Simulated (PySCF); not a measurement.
Mayer bond orders and bond lengths

C₃H₇FO₄Si.
Numbering: `[CH3:1][O:2][Si:3]([F:4])([O:5][CH3:6])[C:7](=[O:8])[OH:9]` (hydrogens: H10, H11, H12 on C1; H13, H14, H15 on C6; H16 on O9)

Cartesian coordinates in Å at the GFN2-xTB level; atoms count from 1:
```
atom  x, y, z in Å
C1     2.5625   -1.0678    0.5104
O2     1.2180   -1.1952    0.1130
Si3   -0.0514   -0.2922    0.4577
F4    -0.5777   -0.5542    1.9678
O5    -1.1315   -0.7833   -0.6137
C6    -2.5257   -0.6030   -0.6195
C7     0.3150    1.5933    0.4117
O8     1.4063    2.0917    0.5473
O9    -0.7677    2.3472    0.1816
H10    2.6808   -1.4164    1.5372
H11    2.8890   -0.0301    0.4474
H12    3.1595   -1.6871   -0.1583
H13   -2.9154   -1.1002   -1.5072
H14   -2.9687   -1.0439    0.2742
H15   -2.7734    0.4591   -0.6521
H16   -0.5272    3.2911    0.1609
```

Bond orders from the PBE0/pcSseg-1 density (PySCF). Geometry: GFN2-xTB, one conformer, isolated molecule.

How far do the computed orders between heavy atoms stray from the drawn ones?

The largest departure is 0.248, at Si3–C7 (drawn single, 0.752). Drawn single, order below 0.88: C1–O2 (0.863), O5–C6 (0.869) and Si3–C7 (0.752).

Set the Mayer orders of the bonds beside their lengths.

```
  bond  drawn as  length (Å)  Mayer order
 C1–O2    single       1.408        0.863
O2–Si3    single       1.595        1.095
Si3–F4    single       1.621        0.941
Si3–O5    single       1.599        1.076
 O5–C6    single       1.406        0.869
Si3–C7    single       1.921        0.752
 C7–O8    double       1.207        1.901
 C7–O9    single       1.339        1.108
C1–H10    single       1.091        0.966
C1–H11    single       1.090        0.957
C1–H12    single       1.090        0.970
C6–H13    single       1.090        0.969
C6–H14    single       1.091        0.965
C6–H15    single       1.091        0.962
O9–H16    single       0.974        0.914
```

By pair of heavy elements: C–O: lowest C1–O2 (0.863, 1.408 Å), highest C7–O8 (1.901, 1.207 Å). O–Si: all 2 within 0.02 of one another (1.076 to 1.095).

Sum the orders of all bonds at each heavy atom with more than one neighbour and set the sums beside the valence in the SMILES.

C1 3.756 (drawn 4), O2 1.958 (drawn 2), Si3 3.864 (drawn 4), O5 1.945 (drawn 2), C6 3.765 (drawn 4), C7 3.761 (drawn 4), O9 2.022 (drawn 2). Orders between atoms that aren't bonded are not in these sums.

The Mayer order sums products of elements of PS (density times overlap matrix) between the two atoms' basis functions, so it depends on the basis set.
